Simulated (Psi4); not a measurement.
Cl3Y (SMILES [Cl][Y]([Cl])[Cl]), singlet, geometry from GFN2-xTB (such geometries of metal compounds can be far from the true shape) (core potentials on Y); HF/def2-SVP (Psi4 1.11).

Psi4 was given this input:
```
memory 2 GB

molecule {
0 1
Y     0.23273299    0.60598762    0.37640734
Cl    1.71306890   -0.82911873   -0.86829729
Cl   -0.87640660   -1.25795858    1.42317771
Cl   -1.37057916    0.69687040   -1.41840315
}

set {
  basis def2-svp
}

energy('scf')
print_variables()
```

Task: What does Psi4 print? Leave out banner, timings and long lists.

Result: 
```
   => Loading Basis Set <=

    Name: DEF2-SVP
    Role: ORBITAL
    Keyword: BASIS

    !!!  WARNING: ECP capability is in beta. Please check occupations closely.  !!!

         ---------------------------------------------------------
                                   SCF
               by Justin Turney, Rob Parrish, Andy Simmonett
                          and Daniel G. A. Smith
                              RHF Reference
         ---------------------------------------------------------

  ==> Geometry <==

    Molecular point group: c1
    Full point group: C1

    Geometry (in Angstrom), charge = 0, multiplicity = 1:

       Center              X                  Y                   Z               Mass
    ------------   -----------------  -----------------  -----------------  -----------------
         Y            0.222306092459     0.578838180753     0.359543549279    88.905840300000
         CL           1.702642002459    -0.856268169247    -0.885161080721    34.968852682000
         CL          -0.886833497541    -1.285108019247     1.406313919279    34.968852682000
         CL          -1.381006057541     0.669720960753    -1.435266940721    34.968852682000

  Running in c1 symmetry.

  Rotational constants: A =      0.05683  B =      0.05683  C =      0.03971 [cm^-1]
  Rotational constants: A =   1703.63850  B =   1703.63850  C =   1190.45218 [MHz]
  Nuclear repulsion =  254.942130918601151

  Charge       = 0
  Multiplicity = 1
  Electrons    = 62
  Nalpha       = 31
  Nbeta        = 31

  ==> Algorithm <==

  SCF Algorithm Type is DF.
  DIIS enabled.
  MOM disabled.
  Fractional occupation disabled.
  Guess Type is SAD.
  Energy threshold   = 1.00e-06
  Density threshold  = 1.00e-06
  Integral threshold = 1.00e-12

  ==> Primary Basis <==

  Basis Set: DEF2-SVP
    Blend: DEF2-SVP
    Number of shells: 35
    Number of basis functions: 85
    Number of Cartesian functions: 93
    Spherical Harmonics?: true
    Max angular momentum: 3

  Core potential: DEF2-SVP
    Number of shells: 4
    Number of ECP primitives: 14
    Number of ECP core electrons: 28
    Max angular momentum: 3

   => Loading Basis Set <=

    Name: (DEF2-SVP AUX)
    Role: JKFIT
    Keyword: DF_BASIS_SCF

  ==> Integral Setup <==

  SCF_SUBTYPE=INCORE selected. In-core MEM_DF algorithm will be used.
  Using in-core AOs.

  ==> MemDFJK: Density-Fitted J/K Matrices <==

    J tasked:                   Yes
    K tasked:                   Yes
    wK tasked:                   No
    Algorithm:                 Core
    Schwarz Cutoff:           1E-12
    Mask sparsity (%):       2.5744
    Fitting Condition:        1E-10

   => Auxiliary Basis Set <=

  Basis Set: (DEF2-SVP AUX)
    Blend: DEF2-UNIVERSAL-JKFIT
    Number of shells: 163
    Number of basis functions: 639
    Number of Cartesian functions: 849
    Spherical Harmonics?: true
    Max angular momentum: 6

  Minimum eigenvalue in the overlap matrix is 1.4093714944E-02.
  Reciprocal condition number of the overlap matrix is 3.8421991770E-03.
    Using symmetric orthogonalization.

  ==> Pre-Iterations <==

  SCF Guess: Superposition of Atomic Densities via on-the-fly atomic UHF (no occupation information).

   -------------------------
    Irrep   Nso     Nmo
   -------------------------
     A         85      85
   -------------------------
    Total      85      85
   -------------------------

  ==> Iterations <==

                           Total Energy        Delta E     RMS |[F,P]|

   @DF-RHF iter SAD: -1415.68885281803864   -1.41569e+03   0.00000e+00
   @DF-RHF iter   1: -1416.10425500823203   -4.15402e-01   4.30902e-03 ADIIS/DIIS
   @DF-RHF iter   2: -1416.18459693907062   -8.03419e-02   2.18752e-03 ADIIS/DIIS
   @DF-RHF iter   3: -1416.20391412768049   -1.93172e-02   2.44345e-04 ADIIS/DIIS
   @DF-RHF iter   4: -1416.20455123914962   -6.37111e-04   9.57231e-05 DIIS
   @DF-RHF iter   5: -1416.20463131558449   -8.00764e-05   2.02760e-05 DIIS
   @DF-RHF iter   6: -1416.20463769962794   -6.38404e-06   4.99132e-06 DIIS
   @DF-RHF iter   7: -1416.20463802836775   -3.28740e-07   1.20163e-06 DIIS
   @DF-RHF iter   8: -1416.20463805044187   -2.20741e-08   3.54557e-07 DIIS
  Energy and wave function converged.

  ==> Post-Iterations <==

    Orbital Energies [Eh]
    ---------------------

    Doubly Occupied:

       1A   -104.746339     2A   -104.746338     3A   -104.746338
       4A    -10.510131     5A    -10.510131     6A    -10.510124
       7A     -7.983935     8A     -7.983935     9A     -7.983933
      10A     -7.982672    11A     -7.982666    12A     -7.982666
      13A     -7.982581    14A     -7.982581    15A     -7.982576
      16A     -2.325160    17A     -1.383409    18A     -1.381608
      19A     -1.381608    20A     -1.027829    21A     -1.020199
      22A     -1.020199    23A     -0.469934    24A     -0.466227
      25A     -0.466227    26A     -0.458611    27A     -0.455675
      28A     -0.455675    29A     -0.417906    30A     -0.417905
      31A     -0.410281

    Virtual:

      32A     -0.042901    33A      0.025820    34A      0.025821
      35A      0.078532    36A      0.101441    37A      0.101441
      38A      0.141622    39A      0.145719    40A      0.145720
      41A      0.157653    42A      0.252923    43A      0.252923
      44A      0.262214    45A      0.262215    46A      0.264985
      47A      0.510527    48A      0.510527    49A      0.525920
      50A      0.698586    51A      0.704240    52A      0.704241
      53A      0.722344    54A      0.739740    55A      0.739740
      56A      0.772786    57A      0.911456    58A      0.911456
      59A      0.912291    60A      1.068870    61A      1.075677
      62A      1.075677    63A      1.079220    64A      1.079220
      65A      1.108176    66A      1.108176    67A      1.109304
      68A      1.123455    69A      1.174742    70A      1.174742
      71A      1.175631    72A      1.273092    73A      1.292944
      74A      1.292944    75A      1.304449    76A      1.318191
      77A      1.318191    78A      1.356093    79A      1.381895
      80A      1.381895    81A      1.406569    82A      1.516110
      83A      1.516110    84A      1.760411    85A     30.300985

    Final Occupation by Irrep:
              A
    DOCC [    31 ]
    NA   [    31 ]
    NB   [    31 ]

  @DF-RHF Final Energy: -1416.20463805044187

   => Energetics <=

    Nuclear Repulsion Energy =            254.9421309186011513
    One-Electron Energy =               -2479.9426727602995015
    Two-Electron Energy =                 808.7959037912567055
    Total Energy =                      -1416.2046380504418721

Computation Completed

Properties will be evaluated at   0.000000,   0.000000,   0.000000 [a0]

Properties computed using the SCF density matrix

 Multipole Moments:

 ------------------------------------------------------------------------------------
     Multipole            Electronic (a.u.)      Nuclear  (a.u.)        Total (a.u.)
 ------------------------------------------------------------------------------------

 L = 1.  Multiply by 2.5417464519 to convert [e a0] to [Debye]
 Dipole X            :         14.7269373          -13.5360919            1.1908453
 Dipole Y            :         38.3458334          -35.2451287            3.1007048
 Dipole Z            :         23.8183989          -21.8924029            1.9259960
 Magnitude           :                                                    3.8395238

 ------------------------------------------------------------------------------------

  Variable Map:
  ----------------------------------------------------------------------------
  "CURRENT ENERGY"           =>   -1416.204638050442
  "CURRENT REFERENCE ENERGY" =>   -1416.204638050442
  "DD SOLVATION ENERGY"      =>       0.000000000000
  "HF KINETIC ENERGY"        =>    1390.349770936866
  "HF POTENTIAL ENERGY"      =>   -2806.554408987308
  "HF TOTAL ENERGY"          =>   -1416.204638050442
  "HF VIRIAL RATIO"          =>       2.018595944455
  "NUCLEAR REPULSION ENERGY" =>     254.942130918601
  "ONE-ELECTRON ENERGY"      =>   -2479.942672760300
  "PCM POLARIZATION ENERGY"  =>       0.000000000000
  "PE ENERGY"                =>       0.000000000000
  "SCF ITERATION ENERGY"     =>   -1416.204638050442
  "SCF ITERATIONS"           =>       8.000000000000
  "SCF TOTAL ENERGY"         =>   -1416.204638050442
  "TWO-ELECTRON ENERGY"      =>     808.795903791257

  Array Variable Map:
  ----------------------------------------------------------------------------
  "CURRENT DIPOLE"           =>       1.190845336463 ... 1.925995972146 1 by 3
  "SCF DIPOLE"               =>       1.190845336463 ... 1.925995972146 1 by 3
  "SCF TOTAL ENERGIES"       =>   -1415.688852818039 ... -1416.204638050442 1 by 9
```
